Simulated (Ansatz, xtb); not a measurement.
Isomers of C6H6ClNO in order of energy

10 gas-phase structures of C6H6ClNO, from a drawn sample of its isomers (lower ones may exist). Each was relaxed with GFN2-xTB; where two conformers were screened, the lower at r2SCAN-D4/def2-SVP is listed:

A. `COc1ccc(Cl)cn1`, a singlet
B. `COc1cccc(Cl)n1`, a singlet
C. `COc1cc(Cl)ccn1`, a singlet
D. `COc1cnccc1Cl`, a singlet
E. `COc1ccnc(Cl)c1`, a singlet
F. `COc1cccnc1Cl`, a singlet
G. `COc1ccncc1Cl`, a singlet
H. `COc1cncc(Cl)c1`, a singlet
I. `COc1ccc(Cl)nc1`, a singlet
J. `COc1ncccc1Cl`, a singlet

Question: Make a reasoned guess at their ranking by r2SCAN-D4/def2-SVP single-point energy.

Answer: Calculated order at r2SCAN-D4/def2-SVP: B (0.0), C (9.6), A (14.9), J (17.5), E (29.5), I (43.7), F (45.4), G (48.9), H (52.1), D (57.0) kJ/mol. Less than 1 kcal/mol parts A and J; I and F; F and G; G and H, so the order within those pairs means little.

Energies above the lowest of each column, in kJ/mol; the last columns are at PBE-D3(BJ)/def2-SVP geometries and were run for some of them only (a dash: not run or not comparable):

```tsv
structure	GFN2-xTB	HF/STO-3G	r2SCAN-D4/def2-SVP	PBE-D3(BJ)/def2-SVP	CCSD(T)/def2-SVP + ΔMP2/def2-TZVPP
B	0.0	0.0	0.0	0.0	0.0
C	4.1	4.6	9.6	9.8	5.1
A	8.3	5.1	14.9	14.3	10.7
J	13.0	11.5	17.5	17.2	13.9
E	20.8	23.1	29.5	27.1	24.2
I	30.0	29.5	43.7	39.3	38.3
F	37.0	36.1	45.4	–	–
G	35.0	35.2	48.9	–	–
H	33.8	36.4	52.1	–	–
D	38.2	39.7	57.0	–	–
```

Every level run on B puts it lowest or level with the lowest. Flexible structures stand in one conformer each, not always the lowest. Frequencies (GFN2-xTB) were run for A, B, C, E, I, J alone. ΔMP2 is the change of the MP2 energy from the smaller to the larger basis.

Over these structures GFN2-xTB departs from r2SCAN-D4/def2-SVP by 5.1 kJ/mol on average once a common shift is removed. A GFN2-xTB relaxation took about 0.1 s and the r2SCAN-D4/def2-SVP energy about 6 s on a shared host (Ansatz 0.2.0, xtb 6.7.1).
